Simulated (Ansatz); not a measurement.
This geometry of AsGeH5S2 (9 atoms, charge 0, multiplicity 1) is a first-order saddle point.

These are results of RKS PBE-D4/def2-SVP in Ansatz, not measurements.

```xyz
9
Properties=species:S:1:pos:R:3
Ge -0.521 1.259 -1.351
S 0.689 1.721 0.485
S 1.701 -0.241 0.620
As 0.467 -1.687 1.582
H -1.355 -0.021 -1.068
H -1.456 2.474 -1.588
H 0.407 1.035 -2.573
H -0.376 -2.661 0.811
H 0.531 -1.925 3.064
```

(1) Which two structures does it join? (They come from a converged band through this point; their orientation in space is the band's.)

(2) How far does it lie above each of them?

## Answers

(1) No bond is made or broken. The height of As4 over the plane of its neighbours goes from 0.94 to -0.91 Å.

First end point:

```xyz
9
Properties=species:S:1:pos:R:3
Ge -0.538 1.374 -1.325
S 0.671 1.495 0.583
S 1.511 -0.438 0.523
As -0.144 -1.640 1.569
H -1.536 0.196 -1.189
H -1.288 2.727 -1.457
H 0.417 1.145 -2.523
H 0.336 -2.971 0.944
H 0.658 -1.935 2.859
```

Last end point:

```xyz
9
Properties=species:S:1:pos:R:3
Ge -0.401 1.052 -1.322
S 0.769 1.316 0.594
S 1.823 -0.508 0.550
As 0.530 -2.052 1.639
H -1.242 -0.246 -1.212
H -1.323 2.295 -1.440
H 0.580 0.966 -2.517
H -0.779 -1.740 0.883
H 0.131 -1.129 2.808
```

(2) 36.0 kcal/mol above the first and 36.2 kcal/mol above the second. This is the barrier of this one path; another mechanism may lie lower.

The run took 2.6 min on 2 threads of Arm Neoverse V2 (shared host), peak memory 0.19 GiB.
